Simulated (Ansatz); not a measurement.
`BOC(N)S`, charge 0, multiplicity 1.

(1) Give a relaxed structure at PBE0-D4/def2-TZVP (Ansatz). (Best estimate.)

Answers

(1) Ansatz gave: 
Z-matrix (Å, degrees):
```
C
O 1 1.431
S 1 1.817 2 109.5
N 1 1.411 2 113.4 3 118.4
H 1 1.093 2 108.1 3 -119.8
B 2 1.343 1 121.2 3 118.1
H 3 1.342 1 95.8 2 -41.8
H 4 1.012 1 111.6 2 -56.0
H 4 1.011 1 112.0 2 67.7
H 6 1.195 2 117.1 1 179.0
H 6 1.203 2 120.0 1 -0.8
```
This is one stationary point; other conformers may exist.
